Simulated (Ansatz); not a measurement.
Relaxation of C2H7BOSi (12 atoms, charge 0, multiplicity 1), to a largest force component of 0.02 eV/Å in at most 40 steps.

The calculation used RKS LDA/STO-3G (Ansatz).

```xyz
12
Properties=species:S:1:pos:R:3:forces:R:3
B -2.200 -0.151 0.185 -0.06 3.48 -1.39
C -0.804 0.410 -0.144 -5.38 1.14 -0.17
C 0.302 -0.265 0.072 3.20 -3.12 1.26
O 0.440 -1.532 0.649 0.22 -0.48 0.19
Si 1.954 0.502 -0.364 0.90 0.39 1.19
H -2.464 -1.148 0.645 0.11 -1.56 0.65
H -3.145 0.591 -0.071 1.00 -0.95 0.31
H -0.707 1.419 -0.587 -0.05 -0.31 0.09
H -0.455 -2.040 0.973 0.57 2.05 -1.05
H 2.218 1.631 0.592 -0.28 -0.85 -0.77
H 3.015 -0.487 -0.203 -0.16 0.19 -0.13
H 1.923 1.016 -1.713 -0.08 0.02 -0.16
```

Question: Where does it end, and by what steps?

Answer: The run converged. Limits of this set-up: minimal basis. After 8 steps the energy has fallen by 0.811 eV; H9 moved furthest, 0.51 Å.

```json
{"step": "0", "energy less start (eV)": "0.0000", "largest force component (eV/Å)": "5.377", "accepted": "yes"}
{"step": "1", "energy less start (eV)": "-0.6281", "largest force component (eV/Å)": "1.672", "accepted": "yes"}
{"step": "2", "energy less start (eV)": "-0.7577", "largest force component (eV/Å)": "0.613", "accepted": "yes"}
{"step": "3", "energy less start (eV)": "-0.7653", "largest force component (eV/Å)": "0.648", "accepted": "yes"}
{"step": "4", "energy less start (eV)": "-0.7595", "largest force component (eV/Å)": "0.494", "accepted": "no"}
{"step": "5", "energy less start (eV)": "-0.8063", "largest force component (eV/Å)": "0.146", "accepted": "yes"}
{"step": "6", "energy less start (eV)": "-0.8076", "largest force component (eV/Å)": "0.137", "accepted": "yes"}
{"step": "7", "energy less start (eV)": "-0.8107", "largest force component (eV/Å)": "0.028", "accepted": "yes"}
{"step": "8", "energy less start (eV)": "-0.8108", "largest force component (eV/Å)": "0.016", "accepted": "yes"}
```

```xyz
12
Properties=species:S:1:pos:R:3
B -2.173 -0.172 0.186
C -0.886 0.442 -0.188
C 0.322 -0.214 0.079
O 0.339 -1.439 0.688
Si 2.024 0.473 -0.323
H -2.172 -1.243 0.717
H -3.217 0.325 -0.003
H -0.800 1.420 -0.682
H -0.688 -1.613 0.822
H 2.348 1.498 0.653
H 3.005 -0.592 -0.268
H 1.976 1.060 -1.647
```

Whether the end is a true minimum wasn't checked by a vibrational analysis.

Run time: 62 s on 1 thread of Intel(R) Xeon(R) Processor @ 2.50GHz (Skylake/Cascade Lake), with other jobs on the host, peak memory 0.15 GiB.
